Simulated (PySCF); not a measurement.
C₆H₇PS.
Z-matrix (Å and degrees, GFN2-xTB geometry), rows numbered from 1:
```
C 
C   1  1.3315
C   2  1.4365  1  125.47
P   3  1.7249  2  122.65  1  -179.92
C   4  1.7803  3   93.79  2   179.97
C   5  1.4975  4  120.93  3   179.97
C   5  1.3539  4  116.18  3     0.01
S   7  1.7155  5  118.23  4     0.01
H   1  1.0779  2  121.56  3    -0.06
H   1  1.0754  2  121.63  3   179.98
H   2  1.0837  1  120.23  3  -179.96
H   6  1.0894  5  110.19  4    59.34
H   6  1.0877  5  110.89  4   179.92
H   6  1.0895  5  110.24  4   -59.47
H   7  1.0763  5  125.17  4  -179.99
```

Definitions: NICS(0) = −σiso at the ring centroid; NICS(1) = −σiso and NICS(1)zz = −σzz at ±1 Å along the ring normal z. Level: GIAO PBE0/pcSseg-1 (PySCF, non-relativistic, gas phase) on the GFN2-xTB geometry, one conformer.

Ring bond lengths (Å), with Mayer bond orders in brackets: C3–P4 1.725 (1.38), P4–C5 1.780 (1.10), C5–C7 1.354 (1.61), C7–S8 1.716 (1.16), S8–C3 1.738 (1.14).

Q: What do the NICS probes read (ppm)?

A: 
```csv
ring,type,NICS(0),"NICS(1), two faces","NICS(1)zz, two faces",rms pucker (Å),"centre to ring atoms, mean (Å)"
C3–P4–C5–C7–S8,5-membered ring with P and S; formal bonds all aromatic,-9.1,-9.5 / -9.5,-19.7 / -19.7,0.00,1.41
```

Q: What can be read from them?

A: 
- C3–P4–C5–C7–S8: mean NICS(1)zz -19.7 ppm, shielded.

Q: How equal are the bonds by HOMA? HOMA = 1 − mean of α(R − Ropt)² over the ring bonds, with Krygowski's 1993 parameters (CC: Ropt 1.388 Å, α 257.7 Å⁻²; CP: Ropt 1.698 Å, α 118.91 Å⁻²; CS: Ropt 1.677 Å, α 94.09 Å⁻²).

A: 
- C3–P4–C5–C7–S8: HOMA 0.66; the largest term is that of P4–C5, α(R − Ropt)² = 0.81.

Q: What is the mean of the two in-plane components of NICS at the second NICS(1) probe listed for ring C3–P4–C5–C7–S8, 1 Å off the ring?

A: The isotropic value is a third of the trace: (3 × -9.5 − (-19.7))/2 = -4.4 ppm.

Q: Give the inner angles of the rings and the Hirshfeld charges of the ring atoms.

A: 
- C3–P4–C5–C7–S8: C3 117.0° (-0.082 e), P4 93.8° (+0.059 e), C5 116.2° (-0.064 e), C7 118.2° (-0.083 e), S8 94.8° (+0.120 e); sum 540.0° against 540° for a flat convex ring.
